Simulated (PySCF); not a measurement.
C₂H₁₀OSi₃, SMILES O[Si@@H]1C[C@H]([SiH3])[SiH2]1.

Geometry optimised at B3LYP-D3(BJ)/def2-SVP. The structure was generated by enumeration; whether it is a known compound was not checked. Other conformers were not sampled.

Level of theory: TDA-CAM-B3LYP/def2-SVPD run with PySCF 2.14.0.

Vertical excitations. The molecule is in vacuum.

Question: Give excitation energies, oscillator strengths and character. (Estimate from the structure and the level; the computed values follow.)

Answer: 
| state | energy (eV) | λ (nm) | f | main pairs |
|---|---|---|---|---|
| S1 | 5.94 | 209 | 0.037 | HOMO→LUMO 86 % |
| S2 | 6.46 | 192 | 0.031 | HOMO→LUMO+1 48 %, HOMO−1→LUMO 29 %, HOMO→LUMO+2 8 % |
| S3 | 6.49 | 191 | 0.099 | HOMO−1→LUMO 53 %, HOMO→LUMO+1 29 % |
| S4 | 6.85 | 181 | 0.013 | HOMO−1→LUMO+1 81 % |
| S5 | 7.00 | 177 | 0.222 | HOMO→LUMO+2 70 % |
| S6 | 7.07 | 175 | 0.027 | HOMO→LUMO+3 76 % |
| T1 | 5.23 | 237 | 0 | HOMO→LUMO 69 %, HOMO→LUMO+3 11 % |
| T2 | 5.58 | 222 | 0 | HOMO→LUMO+1 68 % |
Triplets are in the Tamm–Dancoff approximation.
